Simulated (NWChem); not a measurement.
System: C$_{2}$H$_{3}$FO$_{2}$Sr

NWChem input:

```
start job
memory heap 200 mb stack 900 mb global 1100 mb
geometry units angstroms noautoz
  Sr     0.083044    -1.130543    -0.000272
  F      1.218685    -2.920984    -0.000810
  C      0.173823     3.164466     0.000546
  C      0.139628     1.658531     0.000272
  O      0.140101     1.045677    -1.108045
  O      0.140646     1.045226     1.108318
  H     -0.301013     3.563557     0.905659
  H      1.228034     3.483982     0.002216
  H     -0.298554     3.563950    -0.905663
end
basis spherical
  * library def2-svp
end
ecp
  Sr library def2-ecp
end
dft
  xc r2scan
  grid fine
  iterations 150
  mulliken
end
task dft gradient
```

Output (shortened):

```
             Northwest Computational Chemistry Package (NWChem) 7.3.0
             --------------------------------------------------------

 CS  symmetry detected

                             Geometry "geometry" -> ""
                             -------------------------

 Output coordinates in angstroms (scale by  1.889725989 to convert to a.u.)

  No.       Tag          Charge          X              Y              Z
 ---- ---------------- ---------- -------------- -------------- --------------
    1 Sr                  38.0000    -0.25520084     0.94333547     0.00000000
    2 F                    9.0000     0.69453632     2.83895122     0.00000000
    3 C                    6.0000     0.26725024    -3.32074575     0.00000000
    4 C                    6.0000     0.08171247    -1.82589280     0.00000000
    5 O                    8.0000     0.02077057    -1.21584926    -1.10818155
    6 O                    8.0000     0.02077057    -1.21584926     1.10818155
    7 H                    1.0000    -0.16377941    -3.76565786     0.90566061
    8 H                    1.0000     1.34825870    -3.53257369     0.00000000
    9 H                    1.0000    -0.16377941    -3.76565786    -0.90566061

 Effective nuclear repulsion energy (a.u.)     443.9019965618

      Symmetry information
      --------------------

 Group name             Cs
 Group number              2
 Group order               2
 No. of unique centers     7

                                 NWChem DFT Module
                                 -----------------

 Summary of "ao basis" -> "ao basis" (spherical)
 ------------------------------------------------------------------------------
       Tag                 Description            Shells   Functions and Types
 ---------------- ------------------------------  ------  ---------------------
 Sr                         def2-svp                 9       23   4s3p2d
 F                          def2-svp                 6       14   3s2p1d
 C                          def2-svp                 6       14   3s2p1d
 O                          def2-svp                 6       14   3s2p1d
 H                          def2-svp                 3        5   2s1p

      Symmetry analysis of basis
      --------------------------

        a'         69
        a"         39

            General Information
            -------------------
          SCF calculation type: DFT
          Wavefunction type:  closed shell.
          No. of atoms     :     9
          No. of electrons :    50
           Alpha electrons :    25
            Beta electrons :    25
          Charge           :     0
          Spin multiplicity:     1
          Use of symmetry is: on ; symmetry adaption is: on
          Maximum number of iterations: 150
          AO basis - number of functions:   108
                     number of shells:    48
          Convergence on energy requested:  1.00D-06
          Convergence on density requested:  1.00D-05
          Convergence on gradient requested:  5.00D-04

              XC Information
              --------------
                      r^2SCAN Method XC Functional
               r^2SCAN metaGGA Exchange Functional  1.000
                     r^2SCAN Correlation Potential  1.000

             Grid Information
             ----------------
          Grid used for XC integration:  fine
          Radial quadrature: Mura-Knowles
          Angular quadrature: Lebedev.
          Tag              B.-S. Rad. Rad. Pts. Rad. Cut. Ang. Pts.
          ---              ---------- --------- --------- ---------
          Sr                  2.00      141          12.0       974
          F                   0.50       70          14.0       590
          C                   0.70       70          14.0       590
          O                   0.60       70          10.0       590
          H                   0.35       60          15.0       590
          Grid pruning is: on
          Number of quadrature shells:   541
          Spatial weights used:  Erf1

      Superposition of Atomic Density Guess
      -------------------------------------

 Sum of atomic energies:        -360.30291998

      Non-variational initial energy
      ------------------------------

 Total energy =    -357.592397
 1-e energy   =    -938.164753
 2-e energy   =     358.480553
 HOMO         =      -0.411915
 LUMO         =      -0.113414

      Symmetry analysis of molecular orbitals - initial
      -------------------------------------------------

  Numbering of irreducible representations:

     1 a'          2 a"

  Orbital symmetries:

     1 a'          2 a'          3 a"          4 a'          5 a'
     6 a'          7 a'          8 a'          9 a"         10 a'
    11 a'         12 a"         13 a'         14 a'         15 a"
    16 a'         17 a'         18 a"         19 a'         20 a'
    21 a"         22 a'         23 a"         24 a"         25 a'
    26 a'         27 a'         28 a'         29 a"         30 a'
    31 a'         32 a"         33 a'         34 a'         35 a"

[...]

                         DFT ENERGY GRADIENTS

    atom               coordinates                        gradient
                 x          y          z           x          y          z
   1 Sr     -0.482260   1.782646   0.000000    0.001282   0.000344   0.000000
   2 F       1.312483   5.364840   0.000000   -0.000868  -0.001242   0.000000
   3 C       0.505030  -6.275300   0.000000    0.000246   0.001591   0.000000
   4 C       0.154414  -3.450437   0.000000   -0.000285   0.004356   0.000000
   5 O       0.039251  -2.297622  -2.094159    0.000019  -0.002973   0.009057
   6 O       0.039251  -2.297622   2.094159    0.000019  -0.002973  -0.009057
   7 H      -0.309498  -7.116062   1.711450   -0.000019   0.000353  -0.000405
   8 H       2.547839  -6.675596   0.000000   -0.000375   0.000191   0.000000
   9 H      -0.309498  -7.116062  -1.711450   -0.000019   0.000353   0.000405
```

Level: r2SCAN/def2-SVP with def2 effective core potentials on Sr. Structure relaxed at the PBE0/def2-SVP level. No frequency run checked for a minimum. def2 effective core potentials on Sr; no spin-orbit coupling.
